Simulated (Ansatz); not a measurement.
Start from `N#[C][GaH2]` and change one element to get `N#[C][AlH2]`.

Ansatz, PBE0-D4/def2-TZVP geometries, multiplicity 1. 

Scalar relativity is left out up to krypton.

```csv
property,`N#[C][GaH2]`
LUMO energy (PBE0/def2-TZVPP) / eV,-2.69
size of the dipole moment (B3LYP/def2-TZVPP) / D,3.76
LUMO energy (B3LYP/def2-TZVPP) / eV,-2.98
HOMO–LUMO gap (B3LYP/def2-TZVPP) / eV,6.08
size of the dipole moment (ωB97M-V/def2-TZVPP) / D,3.80
LUMO energy (ωB97M-V/def2-TZVPP) / eV,-0.91
```

**Question.** What does the change do to each property? (An estimate is asked.)

**Answer.** Computed: 
```tsv
property	`N#[C][AlH2]`	shift
LUMO energy (PBE0/def2-TZVPP) / eV	-2.56	0.13
size of the dipole moment (B3LYP/def2-TZVPP) / D	3.39	-0.37
LUMO energy (B3LYP/def2-TZVPP) / eV	-2.79	0.19
HOMO–LUMO gap (B3LYP/def2-TZVPP) / eV	6.26	0.18
size of the dipole moment (ωB97M-V/def2-TZVPP) / D	3.42	-0.38
LUMO energy (ωB97M-V/def2-TZVPP) / eV	-0.85	0.06
```

Dipoles are sizes alone; their direction can turn.

B3LYP here is the variant with VWN-RPA as its local correlation; programs differ in this.
